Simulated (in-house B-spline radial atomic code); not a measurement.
Zn²⁺. Computed with a B-spline radial atomic code. Model: non-relativistic spherical atom: semilocal Troullier-Martins pseudo-atom, one channel per l, against all electrons, high spin, G0W0 and RPA with empty states to l = 8, local potential for every l without a channel, a model core (radius 0 = none) keeps its share of the functional.

What the tables leave out is listed at the end.

The pseudopotential gives back the lowest level of each angular momentum of its own functional in the configuration it was made in; a second state of the same l is only approximately right. Exact exchange, RPA and GW see the smooth pseudo-orbitals and miss the exchange with the core, for which the functional's share stands in. The column with an uncorrelated core keeps all orbitals and exact exchange, and so separates missing core correlation from pseudisation. Only the three outermost levels and the lowest empty one were computed. RPA here is direct RPA, with no exchange kernel, and its energies carry an (l + 1/2)⁻⁴ tail. A hybrid on a potential with a model core restores only its own semilocal share of the core's exchange.

Command:
```bash
python run_psgw.py task.json out
```
Settings (lengths in bohr, energies in hartree):
```
Z                      30
electrons              28
configuration          [Ar] 3d10
generated_in           [Ar] 3d10 4s2
functional             pbe,pbe
core_shells            5
radius_factor          0.9
core_correction        False
```

Time taken, with all properties: 26 s on 1 thread of Arm Neoverse N1, on a shared host.

Given: made with PBE; model core radius 0 bohr; local radius 1.704 bohr; mean-field start PBE0.

Valence shells of the generating configuration: 3d, 4s.

Channel: s 1.929, p 2.763, d 1.517 (radii in bohr).

Computed: largest level miss in the spin-unpolarised generating configuration 0 eV; valence RPA correlation energy all-electron orbitals -0.61643 hartree; valence RPA correlation energy pseudo -0.84795 hartree; all-electron RPA polarisability, core included 2.2237 bohr³.

```tsv
level	occupied	mean-field all-electron (eV)	mean-field pseudo minus all (eV)	G0W0 all-electron (eV)	G0W0 uncorrelated core minus all (eV)	G0W0 pseudo minus all (eV)	exchange self-energy all-electron (eV)	exchange self-energy pseudo (eV)
3d	1	-33.954	1.187	-40.206	-0.196	4.956	-52.669	-33.433
4s (empty)	0	-21.013	-0.243	-17.752	-0.024	-0.793	-3.4159	-2.2124
```

Task: What is the pseudo-atom RPA polarisability?

Result: 2.7163 bohr³.

Given: mean-field start Hartree-Fock.

Computed: valence RPA correlation energy pseudo -0.78156 hartree; all-electron RPA polarisability, core included 1.5582 bohr³; pseudo-atom RPA polarisability 2.3693 bohr³.

```csv
level,occupied,mean-field all-electron (eV),mean-field pseudo minus all (eV),G0W0 all-electron (eV),G0W0 uncorrelated core minus all (eV),G0W0 pseudo minus all (eV),exchange self-energy all-electron (eV),exchange self-energy pseudo (eV)
3d,1,-41.74,4.629,-40.264,-0.241,2.867,-53.115,-32.896
4s (empty),0,-16.474,-0.797,-17.355,-0.007,-1.238,-2.4101,-1.8965
```

Task: What is the valence RPA correlation energy all-electron orbitals?

Result: -0.54273 hartree.

Among the listed levels the largest G0W0 shift of the pseudo-atom is +4.96 eV, for 3d on the PBE0 start, while leaving the core uncorrelated moves that level by -0.20 eV. So pseudisation and the lost core exchange, not the missing core correlation, make the error. Not in the tables (levels of low weight, unsolved or above zero; the highest and the empty levels are kept at any weight): on PBE, a start not tabulated, the G0W0 levels 3d (pseudo minus all +5.56 eV, weights 0.86 and 0.78), 4s (pseudo minus all -0.61 eV, weights 0.96 and 0.97).
